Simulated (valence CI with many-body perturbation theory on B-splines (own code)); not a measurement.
Values are calculated unless marked as measured or tabulated.
**Ladder of approximations for Cs34+**

Method: valence CI with perturbative core correlation (CI+MBPT): three valence electrons over a frozen Dirac-Fock core [Ar], a basis of 9 s, 9 p, 10 d, 8 f, 5 g, 3 h, 1 i functions for each j, with the one-electron correlation potential Σ1, the two-electron term Σ2, the three-electron term Σ3, Breit, model QED; selected CI, second order for the rest (own B-spline code, finite nucleus).

No measured spectrum was set against this ion. As an estimate, large intervals hold to a few tenths of a per cent, small ones and those within an open d or f shell to about a per cent. Only levels of the ground parity were solved; by the run's estimate the other parity begins above the list, which can be wrong where configurations are misplaced.

Each rung adds one term. CI alone is the Dirac-Coulomb CI over the frozen core; QED comes last and gives the full result, which names the levels. Energies are above (3d3/2^3) J=3/2 on the same rung, in cm⁻¹.

Levels are named by their leading jj configuration (3d3/2^4 stands for four electrons in 3d with j = 3/2), which in mixed levels can hold well under half, so a name can repeat and another be missing. Letters in brackets count levels of one name in rising energy.

| Level | CI alone | + Σ1 | + Σ2 | + Σ3 | + Breit | Full |
| --- | --- | --- | --- | --- | --- | --- |
| (3d3/2^2 3d5/2) J=5/2 [a] | 100960 | 101791 | 103807 | 104011 | 99392 | 99772 |
| (3d3/2^2 3d5/2) J=3/2 | 147049 | 147830 | 145652 | 146640 | 143281 | 143618 |
| (3d3/2^2 3d5/2) J=7/2 | 150111 | 151100 | 152567 | 152602 | 144898 | 145334 |
| (3d3/2^2 3d5/2) J=9/2 | 164285 | 165201 | 166768 | 166597 | 157675 | 158071 |
| (3d3/2^2 3d5/2) J=1/2 | 172718 | 173584 | 170113 | 171279 | 166968 | 167335 |
| (3d3/2^2 3d5/2) J=5/2 [b] | 261873 | 263154 | 259940 | 260234 | 253958 | 254498 |
| (3d3/2 3d5/2^2) J=7/2 [a] | 261581 | 263228 | 265312 | 265093 | 255593 | 256321 |
| (3d3/2 3d5/2^2) J=9/2 | 278314 | 280076 | 282980 | 283315 | 271048 | 271825 |
| (3d3/2 3d5/2^2) J=3/2 [a] | 307701 | 309459 | 308000 | 307669 | 300016 | 300778 |
| (3d3/2 3d5/2^2) J=1/2 | 321922 | 323716 | 320864 | 322562 | 314068 | 314841 |
| (3d3/2 3d5/2^2) J=11/2 | 337000 | 338820 | 341292 | 341562 | 327089 | 327867 |
| (3d3/2 3d5/2^2) J=5/2 [a] | 358737 | 360453 | 356112 | 355306 | 346564 | 347291 |
| (3d3/2 3d5/2^2) J=5/2 [b] | 374766 | 376553 | 372927 | 373190 | 365039 | 365771 |
| (3d3/2 3d5/2^2) J=7/2 [b] | 394532 | 396354 | 392164 | 392842 | 381905 | 382659 |
| (3d5/2^3) J=9/2 | 428672 | 431313 | 434357 | 434067 | 418667 | 419826 |
| (3d5/2^3) J=3/2 | 444424 | 446794 | 444368 | 445454 | 435068 | 436082 |
| (3d3/2 3d5/2^2) J=3/2 [b] | 546089 | 548437 | 541045 | 541157 | 531596 | 532546 |
| (3d5/2^3) J=5/2 | 576274 | 578936 | 574268 | 574411 | 563036 | 564138 |

Question: How does the ionisation energy move along the ladder, and which term matters most?

Answer: CI alone 2223.7, + Σ1 2226.3, + Σ2 2231.8, + Σ3 2231.8, + Breit 2230.5, + QED 2230.6 eV. The largest step is Σ2, 5.5 eV. NIST lists 2230 ± 5 eV (theoretical).
